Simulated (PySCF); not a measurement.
diarsenic (As2), SMILES [As]#[As]. Heavy atoms are numbered as in [As:1]#[As:2].

Geometry: PBE-D3(BJ)/def2-TZVP.

Method: PBE/pcSseg-2 run with PySCF.

GIAO shieldings, no solvent; atoms alike by connectivity are averaged. δ = σ(ref) − σ: ⁷⁵As against AsH3 (σ = 1880.9 ppm), references at their B3LYP-D3(BJ)/def2-TZVP geometries, non-relativistic.

Computed chemical shifts:
| nucleus | atoms | count | δ (ppm) |
|---|---|---|---|
| ⁷⁵As | As1 | 2 | 2377.3 |
